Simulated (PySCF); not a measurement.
H₄PbSi, SMILES [SiH3][PbH] (connectivity only; charge and spin as stated), neutral, multiplicity 1.

Geometry: B3LYP-D3(BJ)/def2-TZVP. The def2 effective core potentials stand for the cores of Pb; spin–orbit coupling is left out.

Computed with B3LYP-D3(BJ)/def2-TZVP in PySCF 2.14.0.

Frequencies are harmonic and unscaled.

### Question
List the normal modes with their intensities. (An estimate is asked for; the answer gives what the named calculation found.)

### Answer

```tsv
mode	ν (cm⁻¹)	IR (km/mol)	moving atoms (share of kinetic energy)
1	86	2.4	H 99 %
2	239	9.5	Si 77 %, Pb 13 %, H 10 %
3	328	18.5	H 93 %
4	329	14.5	H 97 %
5	541	33.0	H 92 %
6	850	388.9	H 91 %, Si 9 %
7	940	46.5	H 97 %
8	955	42.2	H 97 %
9	1582	415.0	H 100 %
10	2170	106.6	H 99 %
11	2184	114.1	H 96 %
12	2189	126.0	H 96 %
```
